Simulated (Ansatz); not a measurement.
Start from `FB(F)Br` and change one element to get `[F][Al]([F])[Br]`.

Ansatz, PBE0-D4/def2-TZVP geometries, multiplicity 1. 

Scalar relativity is left out up to krypton.

| property | `FB(F)Br` |
| --- | --- |
| LUMO energy (B3LYP/def2-TZVPP) / eV | -0.65 |
| size of the dipole moment (ωB97M-V/def2-TZVPP) / D | 0.22 |
| HOMO energy (PBE0/def2-TZVPP) / eV | -9.08 |
| HOMO–LUMO gap (ωB97M-V/def2-TZVPP) / eV | 13.06 |
| HOMO–LUMO gap (PBE0/def2-TZVPP) / eV | 8.68 |
| HOMO–LUMO gap (B3LYP/def2-TZVPP) / eV | 8.14 |

**Question.** What does the change do to each property? (Estimate.)

**Answer.** Ansatz gave: 
| property | `[F][Al]([F])[Br]` | shift |
| --- | --- | --- |
| LUMO energy (B3LYP/def2-TZVPP) / eV | -1.80 | -1.15 |
| size of the dipole moment (ωB97M-V/def2-TZVPP) / D | 0.59 | 0.37 |
| HOMO energy (PBE0/def2-TZVPP) / eV | -9.25 | -0.17 |
| HOMO–LUMO gap (ωB97M-V/def2-TZVPP) / eV | 11.69 | -1.37 |
| HOMO–LUMO gap (PBE0/def2-TZVPP) / eV | 7.78 | -0.90 |
| HOMO–LUMO gap (B3LYP/def2-TZVPP) / eV | 7.16 | -0.98 |

With PBE0 the HOMO falls by 0.17 eV and the LUMO falls by 1.07 eV, so the gap narrows by about 0.90 eV. PBE moves the HOMO by -0.21 eV and ωB97M-V by -0.14 eV. Dipoles are sizes alone; their direction can turn.

B3LYP here is the variant with VWN-RPA as its local correlation; programs differ in this.

Spin–orbit coupling is left out; it splits and shifts lone-pair levels of the heavy atoms by tenths of an eV.
